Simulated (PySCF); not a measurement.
State search for GeO⁺

Unrestricted PBE0; PySCF, no relativity, basis sets Ge def2-SVP, O def2-SVP. Outer shells of the fragments: Ge+ 3d10 4s2 4p1; O 2s2 2p4.

Followed along the bond (rough minima from three points):

```
2Ms+1   unpaired  ⟨S²⟩ at the start  R at minimum (Å)  Te (eV)
    2        π ↑               0.76              1.78     0.00
    2        σ ↑               0.77              1.66     0.27
    4  σ ↑, π ↑↑               3.76  none in the scan   ≤ 3.50
```

Solutions found at the starting distance of 1.860 Å, counted from the lowest of them; the search is not exhaustive and high or unbound solutions are not listed, so other states can lie among these:

```json
{"2Ms+1": "2", "unpaired": "π ↑", "term": "²Π", "E (eV)": "0.00", "⟨S²⟩": "0.76", "⟨Lz²⟩": "1.01", "μ (D)": "-2.41"}
{"2Ms+1": "2", "unpaired": "σ ↑", "term": "²Σ⁺", "E (eV)": "0.70", "⟨S²⟩": "0.77", "⟨Lz²⟩": "0.00", "μ (D)": "-3.36"}
{"2Ms+1": "4", "unpaired": "σ ↑, π ↑↑", "term": "mixed", "E (eV)": "3.53", "⟨S²⟩": "3.76", "⟨Lz²⟩": "2.01", "μ (D)": "-1.08"}
{"2Ms+1": "4", "unpaired": "σ ↑, π ↑↑", "term": "mixed", "E (eV)": "3.77", "⟨S²⟩": "3.76", "⟨Lz²⟩": "2.00", "μ (D)": "-1.08"}
{"2Ms+1": "4", "unpaired": "π ↑↑↑", "term": "⁴Π", "E (eV)": "4.17", "⟨S²⟩": "3.76", "⟨Lz²⟩": "1.01", "μ (D)": "1.71"}
{"2Ms+1": "2", "unpaired": "σ ↑, π ↑↓", "term": "mixed", "E (eV)": "4.19", "⟨S²⟩": "1.77", "⟨Lz²⟩": "2.01", "μ (D)": "-0.59"}
{"2Ms+1": "2", "unpaired": "σ ↓, π ↑↑", "term": "mixed", "E (eV)": "4.40", "⟨S²⟩": "1.77", "⟨Lz²⟩": "2.01", "μ (D)": "-0.86"}
{"2Ms+1": "4", "unpaired": "σ ↑↑, π ↑", "term": "⁴Π", "E (eV)": "6.66", "⟨S²⟩": "3.75", "⟨Lz²⟩": "1.01", "μ (D)": "-0.35"}
{"2Ms+1": "4", "unpaired": "σ ↑, π ↑↑", "term": "⁴Σ⁻", "E (eV)": "7.11", "⟨S²⟩": "3.75", "⟨Lz²⟩": "0.00", "μ (D)": "1.97"}
```

A term symbol is given only where ⟨S²⟩ and ⟨Lz²⟩ are close to those of a pure state; real π, δ and φ orbitals otherwise mix terms. A positive dipole points towards O; it is taken about the centre of mass and depends on that origin.

**Question.** Compare the gap between the two lowest followed solutions at the starting distance with the gap between their minima.

**Answer.** At PBE0 the second solution (doublet, unpaired electrons σ ↑) lies +0.70 eV from the first (doublet, unpaired electrons π ↑) at 1.860 Å and +0.27 eV at the minima; the two curves relax by different amounts, since their minima lie near 1.66 and 1.78 Å.

Spin–orbit coupling is left out. Counting both spins, an empty level lies below a filled one in some of these solutions, because spin and occupation are held.
